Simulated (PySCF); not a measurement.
Stepwise substitution at one centre (Si NH2-C2H5). Gas-phase values, no solvent. One relaxed conformer stands for each flexible species; it need not be the lowest. Strings in code marks are SMILES. All members: neutral, multiplicity 1. Level: B3LYP-D3(BJ)/def2-TZVP // B3LYP-D3(BJ)/def2-SVP (PySCF). B3LYP has the VWN-RPA correlation part, as in Gaussian. Delta-SCF ions had no search for a lower state.  The removal energy is E(N − 1 electrons) − E(N electrons) at the parent's geometry; ε(HOMO) is measured against the vacuum level.

```tsv
species	−ε(HOMO) (eV)	vertical ionisation energy (Delta-SCF) (eV)
`N[Si](N)(N)N`	6.50	8.63
`CC[Si](N)(N)CC`	6.59	withheld
`CC[Si](N)(CC)CC`	6.62	8.61
`CC[Si](N)(N)N`	6.64	8.73
`CC[Si](CC)(CC)CC`	7.47	9.21
```

Fit vertical ionisation energy (Delta-SCF) = a + b·x to the 4 complete rows by least squares, with x = −ε(HOMO) in eV. Give a, b and the rms residual, and predict the withheld value.

Means of the 4 rows: x̄ = 6.8075, ȳ = 8.795 eV. Σ(x − x̄)² = 0.59667 and Σ(x − x̄)(y − ȳ) = 0.37125, so b = 0.622 and a = ȳ − b·x̄ = 4.561 eV. The rms residual is 0.042 eV. At x = 6.59 the line gives 8.66 eV. The run for `CC[Si](N)(N)CC` gave 8.53 eV, so the line is off by 0.13 eV, more than twice the rms residual.

Codes: PySCF.
